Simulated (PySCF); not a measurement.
**Frontier orbitals and the lowest excitations**

Compound: Zr(OPh)Cl3, C₆H₅Cl₃OZr (singlet state).
Structure used (PBE0-D3(BJ)/def2-SVP), in Å, numbered top down from 1:
```xyz
16
C6H5Cl3OZr angstrom
Zr    -0.021   -0.522   -3.268
O     -0.008   -0.230   -1.401
C      0.002   -0.020   -0.067
C     -0.425   -1.033    0.794
C     -0.415   -0.805    2.168
C      0.015    0.419    2.679
C      0.438    1.423    1.807
C      0.434    1.210    0.432
H     -0.760   -1.985    0.377
H     -0.749   -1.595    2.845
H      0.021    0.592    3.757
H      0.776    2.384    2.200
H      0.761    1.983   -0.266
Cl     2.185   -0.631   -4.039
Cl    -1.092    1.280   -4.294
Cl    -1.197   -2.505   -3.658
```

Computed with TDDFT CAM-B3LYP/def2-SVPD, vertical, gas phase, core orbitals frozen in the response, def2 core potentials past Kr (PySCF 2.14.0, density-fitted response routines). Spin–orbit coupling is left out. The geometry optimisation had not met its thresholds, so the values belong to a structure short of the stationary point.

Frontier orbitals with the atoms that hold most of them (Löwdin shares over 4%, at most four atoms; ? is withheld):

```
orbital  ε (eV)                                 atoms
 LUMO+2   -0.46      Zr1 52%, Cl14 9%, O2 8%, Cl15 8%
 LUMO+1   -1.04  Zr1 69%, Cl14 12%, Cl15 10%, Cl16 6%
   LUMO   -1.14                                     ?
   HOMO   -8.45                                     ?
 HOMO-1   -9.04        C8 21%, C4 21%, C5 20%, C7 20%
 HOMO-2  -10.75          Cl15 35%, Cl14 34%, Cl16 29%
 HOMO-3  -10.80   Cl16 37%, Cl15 18%, O2 18%, Cl14 7%
```

(1) Which atoms hold the HOMO, and with what shares?

(2) Which atoms hold the LUMO, and with what shares?

(3) The HOMO–LUMO gap is 7.31 eV. Where does the response calculation put the lowest singlet, and from which orbitals?

(4) Give energy, strength and leading configuration of S7 and S8, and follow the Löwdin shares of the leading atoms from the occupied to the empty orbital.

## Answers

(1) C6 (bonded to 2 C and H) 22%; C3 (bonded to 2 C and O) 19%; O2 (bonded to C and Zr) 14%; C4 (bonded to 2 C and H) 10%. By element: carbon 50% or more, oxygen 14%.

(2) Zr1 (bonded to 3 Cl and O) 65%; Cl16 (bonded to Zr) 10%; Cl15 (bonded to Zr) 7%; Cl14 (bonded to Zr) 6%. By element: zirconium 65%, chlorine 23%.

(3) S1 is at 4.91 eV (f = 0.131), 2.40 eV below the gap, made of HOMO→LUMO (62%), HOMO→LUMO+1 (31%). Without the coupling terms of the response equations the lowest excitation would equal the gap.

(4) 
- S7 (6.08 eV, f 0.046), HOMO-1→LUMO (77%): C8 21% → at most 7%, C4 21% → at most 7%, Zr1 at most 20% → 65%, Cl16 at most 20% → 10%; the Löwdin share of zirconium is at most 20% in HOMO-1 and 65% in LUMO
- S8 (6.10 eV, f 0.0008), HOMO-1→LUMO+1 (87%): C8 21% → at most 4%, C4 21% → at most 4%, Zr1 at most 20% → 69%, Cl14 at most 20% → 12%; the Löwdin share of zirconium is at most 20% in HOMO-1 and 69% in LUMO+1
